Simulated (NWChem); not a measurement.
Molecule: TiH2O3; SMILES [O]=[Ti]([OH])[OH]

```xyz
6

Ti     0.1051    -0.0990     0.0000
O      1.6929     0.0398     0.0000
O     -0.7513     0.0617    -1.5896
H     -0.4136     0.2118    -2.4770
O     -0.7513     0.0617     1.5896
H     -0.4136     0.2118     2.4770
```
Atoms are numbered in this order, from 1.

Level: PBE0/def2-SVP (NWChem), optimised geometry, unscaled harmonic frequencies. 

Q: List the harmonic frequencies with IR intensities, and the thermochemistry.

A: 
| frequency (cm⁻¹) | IR intensity (km/mol) |
|---|---|
| 46 | 29.2 |
| 202 | 2.5 |
| 235 | 21.5 |
| 485 | 195.3 |
| 490 | 50.2 |
| 521 | 54.5 |
| 548 | 305.3 |
| 722 | 59.1 |
| 834 | 254.6 |
| 1134 | 253.8 |
| 3939 | 314.5 |
| 3943 | 5.1 |

| Item | Result |
|---|---|
| zero-point energy | 18.7 kcal/mol |
| thermal correction to the enthalpy at 298.15 K (with zero-point energy) | 22.9 kcal/mol |
| heat capacity Cv | 18.1 cal/(mol K) |
| entropy at 298.15 K and 1 atm (symmetry number 1) | 76.8 cal/(mol K) |
| dipole moment | 0.87 D |

Rigid rotor and harmonic oscillator; modes under 100 cm⁻¹ make the entropy uncertain.
